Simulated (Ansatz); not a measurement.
The same ligand exchange along the group B, Al, Ga.

Gas-phase electronic energies from Ansatz, PBE0-D4/def2-TZVP geometries. CCSD(T)/CBS is the MP2 limit (def2-TZVPP, def2-QZVPP) plus CCSD(T) − MP2 in def2-TZVPP, frozen cores. This one scheme is used for every species. DFT in def2-TZVPP. B3LYP here is the variant with VWN-RPA as its local correlation; programs differ in this. For Ga outer-core shells are correlated without core-valence functions, which leaves a few kJ/mol of doubt a bond. Scalar relativity is left out up to krypton. Each species was taken in one conformer, which may not be the lowest.

```csv
reaction,B97M-V (eV),ωB97X-V (eV),B3LYP-D4 (eV)
`CNBS` + CH₃OH → `COBS` + CH₃NH₂,-0.09,-0.05,-0.05
`C[NH][AlH][SH]` + CH₃OH → `C[O][AlH][SH]` + CH₃NH₂,-0.48,-0.47,-0.47
`C[NH][GaH][SH]` + CH₃OH → `C[O][GaH][SH]` + CH₃NH₂,-0.24,-0.19,-0.20
```

Problem. Give the CCSD(T)/CBS values in the same order. (An estimate is asked.)

Solution. Computed: -0.03, -0.45, -0.14 eV.

Largest T1 diagnostic: 0.014, for `C[O][GaH][SH]`.
